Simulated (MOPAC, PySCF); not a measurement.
H7BSi2, SMILES `[SiH3]B[SiH3]`, neutral singlet in the gas phase. 

Cartesian coordinates (Å):
```xyz
10

Si     1.7454     0.2094    -0.0897
B     -0.0109    -0.6970    -0.4217
Si    -1.7387     0.0468     0.2693
H      2.7656    -0.0010    -1.1528
H      1.6170     1.6697     0.1686
H      2.2490    -0.4280     1.1668
H     -0.0283    -1.7146    -1.0521
H     -1.5703     0.9259     1.4585
H     -2.2402     0.8987    -0.8538
H     -2.7789    -0.9738     0.5719
```
Charge 0, multiplicity 1.

All levels are single points at this geometry (PBE0-D3(BJ)/def2-TZVP); Pople sets use spherical d functions. Orbital energies aren't observables, and empty levels follow the basis.

HF/6-31G* in PySCF gives HOMO (eV) = -10.68.

Estimate the HOMO (eV) from each of these levels: PBE0-D3(BJ)/def2-TZVP in PySCF; B3LYP/LANL2DZ in PySCF; M06-2X/6-31G* in PySCF; PBE/6-31G* in PySCF; SVWN5/6-31G* in PySCF; HF/STO-3G in PySCF; AM1 in MOPAC; PM7 in MOPAC.


| level | HOMO (eV) |
|---|---|
| PBE0-D3(BJ)/def2-TZVP in PySCF | -7.99 |
| B3LYP/LANL2DZ in PySCF | -7.89 |
| M06-2X/6-31G* in PySCF | -8.96 |
| PBE/6-31G* in PySCF | -6.73 |
| SVWN5/6-31G* in PySCF | -6.78 |
| HF/STO-3G in PySCF | -8.62 |
| AM1 in MOPAC | -10.12 |
| PM7 in MOPAC | -10.34 |
